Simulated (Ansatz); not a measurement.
Consider the formal hydrolysis of a Zr–Br bond: `[Cl][Zr]([Cl])([Cl])[Br]` + H₂O → `[OH][Zr]([Cl])([Cl])[Cl]` + HBr.

Calculated with Ansatz (gas phase, PBE0-D4/def2-TZVP geometries, no zero-point term in ΔE). CCSD(T)/CBS adds triple-zeta CCSD(T) − MP2 to the extrapolated MP2 energy (def2 sets, frozen cores). This one scheme is used for every species. DFT in def2-TZVPP. Elements past krypton have def2 core potentials. For Br, Zr outer-core shells are correlated without core-valence functions, which leaves a few kJ/mol of doubt a bond. Scalar relativity is left out up to krypton. Each species was taken in one conformer, which may not be the lowest.

```
             level  ΔE (kcal/mol)
            PBE-D4            4.9
          BHLYP-D4            4.7
  CCSD(T)/def2-SVP           -0.5
SCS-MP2/def2-TZVPP            5.0
```

Task: What does CCSD(T)/CBS give? (Best estimate.)

Result: Computed: +6.1 kcal/mol. The listed levels differ from it by -1.2, -1.4, -6.6, -1.1 kcal/mol.

Largest T1 diagnostic among the species: 0.016.

At CCSD(T), def2-SVP lies −6.5 kcal/mol from the extrapolated value and def2-TZVPP −1.2 kcal/mol. The D4 term adds +1.0 kcal/mol with B3LYP and +0.6 kcal/mol with PBE0; it sums over pairs of atoms, weighted by their polarisabilities, and B3LYP, whose exchange is more repulsive, gets the larger term.

B3LYP here is the variant with VWN-RPA as its local correlation; programs differ in this.
